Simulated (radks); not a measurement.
Values are calculated unless marked as measured or tabulated.
Ionisation of the lanthanum ion La55+, [He], to La56+, 1s1, under several functionals. Dirac Kohn-Sham, spin-unpolarised, spherical densities, finite nucleus; a radial shooting solver on a logarithmic mesh with Libxc functionals.

| functional | E(La55+) (hartree) | Exc (hartree) | IE (eV) | -e(HOMO) (eV) | <r> HOMO (bohr) | IE error (eV) |
|---|---|---|---|---|---|---|
| B86b exchange with PBE correlation | -3364.7045 | -37.8005 | 45348 | 44886 | 0.02492 | +202.7 |
| OLYP | -3364.8012 | -37.8997 | 45346 | 44885 | 0.02492 | +200.8 |
| XLYP | -3365.0365 | -38.1348 | 45352 | 44890 | 0.02492 | +206.7 |
| exchange-only B88 | -3364.7427 | -37.8396 | 45347 | 44885 | 0.02492 | +201.7 |

NIST Atomic Spectra Database: 45145.0 eV (theoretical). Closest: OLYP. The Delta-SCF values span 5.93 eV, the total energies 0.33 hartree. The highest occupied level is 1s1/2. Spin polarisation and multiplet splitting are left out, so open shells lie too high by an amount that depends on their filling.

Beside tabulated values, note that spin-unpolarised runs miss the spin-polarisation part of the exchange energy of open shells.
